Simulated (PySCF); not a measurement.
B2F4, charge +1, doublet, geometry from GFN2-xTB (a state made from the parent by changing its charge; the spin is typed, not shown lowest). Base run: B3LYP/6-31G* (PySCF).

The PySCF input:
```python
from pyscf import gto, scf, dft

mol = gto.Mole()
mol.atom = '''
    F    -1.52670840   -0.94712670    0.67178794
    B    -0.97967904   -0.05670706   -0.04923512
    F    -1.55074709    0.76899342   -0.82644972
    B     0.97967904    0.05670706    0.04923512
    F     1.62568913   -0.73110385   -0.70838448
    F     1.45176636    0.90923713    0.86304626
'''
mol.basis = '6-31g*'
mol.charge = 1
mol.spin = 1
mol.verbose = 4
mol.build()

mf = dft.UKS(mol)
mf.xc = 'b3lyp'
mf.kernel()
mf.analyze()
```

Each row names what was changed in the base input (with any setting that the change needs).

```csv
change,ΔE vs base (mEh),fitting functions
base,0.000,-
"exchange = seminumerical (SGX) (with mf = sgx.sgx_fit(mf, auxbasis='def2-universal-jfit'); with mf.with_df.dfj = True)",-0.147,294
auxbasis = cc-pvdz-jkfit,0.028,420
auxbasis = cc-pvtz-ri,-0.189,486
auxbasis = def2-universal-jfit,3.640,294
auxbasis = even-tempered beta=2.0,-0.092,738
auxbasis = def2-universal-jkfit,-0.050,458
only_dfj = on; auxbasis = def2-universal-jfit,-0.140,294
auxbasis = def2-tzvp-ri,-0.106,456
auxbasis = def2-svp-ri,-18.219,288
```

A fitting set is made for a task (jfit for Coulomb, jkfit for Coulomb and exchange, ri for correlation) and for a family of orbital bases.

Open shells are given as the SCF converged; they aren't shown to be the lowest states, and a large step between rows can be another state.
